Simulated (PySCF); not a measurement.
From computed data to an observable: entropy of an ideal gas

Be(F)(SiH3) (BeFH3Si), SMILES [F][Be][SiH3].

The structure is a stationary point at PBE0-D3(BJ)/def2-TZVP.

PBE0-D3(BJ)/def2-TZVP (PySCF) gives the harmonic wavenumbers 210, 210, 392, 497, 497, 865, 939, 939, 1332, 2203, 2209, 2209 cm⁻¹ and the rotational temperatures 4.1667, 0.1495, 0.1495 K. The molar mass is 59.12 g/mol, the symmetry number 3, the spin multiplicity 1.

**Question.** Work out the entropy at 298.15 K and 1 atm in the rigid-rotor, harmonic-oscillator model.

**Answer.** 
Translation (Sackur–Tetrode at 1 atm): S = R[1.5 ln M + 2.5 ln T − 1.16487] = 159.6 J/(mol K).
Rotation: q = (√π/σ) T^1.5/√(θA θB θC) = 9970, S = R[ln q + 3/2] = 89.0 J/(mol K).
Vibration: with u = 1.4388 ν/T, each mode gives R[u/(e^u − 1) − ln(1 − e^−u)]:
```json
[
 {"ν (cm⁻¹)": "210", "modes": "2", "u": "1.01", "S (J/(mol K))": "17.10"},
 {"ν (cm⁻¹)": "392", "modes": "1", "u": "1.89", "S (J/(mol K))": "4.15"},
 {"ν (cm⁻¹)": "497", "modes": "2", "u": "2.40", "S (J/(mol K))": "5.57"},
 {"ν (cm⁻¹)": "865", "modes": "1", "u": "4.17", "S (J/(mol K))": "0.67"},
 {"ν (cm⁻¹)": "939", "modes": "2", "u": "4.53", "S (J/(mol K))": "1.00"},
 {"ν (cm⁻¹)": "1332", "modes": "1", "u": "6.43", "S (J/(mol K))": "0.10"}
]
```
The stiffer modes add less than 0.005 each. Sum 28.6 J/(mol K).
Spin: R ln 1 = 0.0 J/(mol K).
Total 277.3 J/(mol K); the program's own thermochemistry gives 277.3. Translation makes up 58 % and vibration 10 %. Anharmonicity, hindered rotation and orbital degeneracy are left out.
